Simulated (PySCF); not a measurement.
Bonds broken one at a time in the series silaethenyl-X. Isolated molecules, 0 K electronic values unless said otherwise. One relaxed conformer stands for each flexible species; it need not be the lowest. Strings in code marks are SMILES.

The four lowest singlet excitations (Tamm–Dancoff). Level of theory: PBE0-D3(BJ)/def2-TZVP in PySCF 2.14.0. Excitations are Tamm–Dancoff values on a coarser integration grid. The basis has no diffuse functions, so Rydberg states are missing or too high.

```
state  energy (eV)  wavelength (nm)  oscillator strength
-----  -----------  ---------------  -------------------
S1            4.88              254                0.002
S2            4.99              249                0.387
S3            5.38              231                0.000
S4            6.17              201                0.024
```

Which member gives these states?
A. `C=[SiH]S` (C–Si–S–H torsion 0°)
B. `C=[SiH]SC` (C–Si–S–C torsion 0°)
C. `C=[SiH]F`
D. `C#C[SiH]=C`

D, `C#C[SiH]=C`
